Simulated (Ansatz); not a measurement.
C$_{7}$H$_{9}$F$_{9}$O$_{3}$Sn, SMILES `[CH3][Sn]([O]CC(F)(F)F)([O]CC(F)(F)F)[O]CC(F)(F)F`. The species carries charge 0 and has multiplicity 1. Sn: def2 effective core potential. All single points use the PBE0-D4/def2-TZVP geometry. It is one conformer, not always the lowest.

```xyz
29

C    -0.615    2.520    1.347
Sn    0.033    0.816    0.298
O    -1.146   -0.758    0.342
C    -0.975   -1.798    1.247
C    -1.324   -1.371    2.657
F    -1.096   -2.351    3.531
F    -0.569   -0.311    3.029
F    -2.597   -0.995    2.782
O     0.325    1.079   -1.630
C    -0.564    0.577   -2.574
C    -1.812    1.431   -2.653
F    -2.397    1.529   -1.439
F    -2.707    0.903   -3.490
F    -1.556    2.677   -3.057
O     1.827    0.255    0.876
C     2.809   -0.183   -0.005
C     2.668   -1.656   -0.327
F     1.500   -1.915   -0.944
F     3.649   -2.055   -1.142
F     2.705   -2.423    0.766
H    -1.695    2.454    1.473
H    -0.121    2.539    2.317
H    -0.358    3.405    0.768
H    -1.648   -2.619    0.980
H     0.048   -2.191    1.278
H    -0.889   -0.449   -2.365
H    -0.093    0.596   -3.562
H     2.808    0.347   -0.965
H     3.791   -0.053    0.461
```

Q: What is the dipole moment at ωB97M-V/def2-TZVPP? (Estimate.)

A: Ansatz gave: 1.74 D, with components (0.89, 1.49, -0.03) D in this frame, pointing from negative to positive charge.

Q: And with PBE, r2SCAN, B3LYP? (Estimate.)

A: Computed: PBE 1.67 D, r2SCAN 1.74 D, B3LYP 1.76 D.

Q: Give the Mulliken charges with ωB97M-V, PBE, B3LYP in def2-TZVPP. (An estimate is asked.)

A: Ansatz gave: 
| atom | ωB97M-V | PBE | B3LYP |
| --- | --- | --- | --- |
| C1 | -0.58 | -0.55 | -0.56 |
| Sn2 | 1.20 | 1.16 | 1.34 |
| O3 | -0.51 | -0.48 | -0.56 |
| C4 | -0.07 | -0.01 | 0.01 |
| C5 | 0.48 | 0.39 | 0.52 |
| F6 | -0.16 | -0.13 | -0.17 |
| F7 | -0.18 | -0.15 | -0.20 |
| F8 | -0.16 | -0.13 | -0.18 |
| O9 | -0.53 | -0.49 | -0.57 |
| C10 | -0.07 | -0.02 | 0.00 |
| C11 | 0.48 | 0.39 | 0.51 |
| F12 | -0.18 | -0.15 | -0.20 |
| F13 | -0.16 | -0.13 | -0.17 |
| F14 | -0.17 | -0.13 | -0.18 |
| O15 | -0.52 | -0.48 | -0.55 |
| C16 | -0.08 | -0.03 | -0.01 |
| C17 | 0.47 | 0.39 | 0.51 |
| F18 | -0.18 | -0.15 | -0.20 |
| F19 | -0.17 | -0.13 | -0.18 |
| F20 | -0.17 | -0.14 | -0.18 |
| H21 | 0.17 | 0.15 | 0.15 |
| H22 | 0.17 | 0.16 | 0.16 |
| H23 | 0.17 | 0.15 | 0.15 |
| H24 | 0.13 | 0.09 | 0.10 |
| H25 | 0.12 | 0.07 | 0.08 |
| H26 | 0.13 | 0.09 | 0.09 |
| H27 | 0.13 | 0.09 | 0.10 |
| H28 | 0.12 | 0.08 | 0.09 |
| H29 | 0.13 | 0.10 | 0.10 |

B3LYP here is the variant with VWN-RPA as its local correlation; programs differ in this.
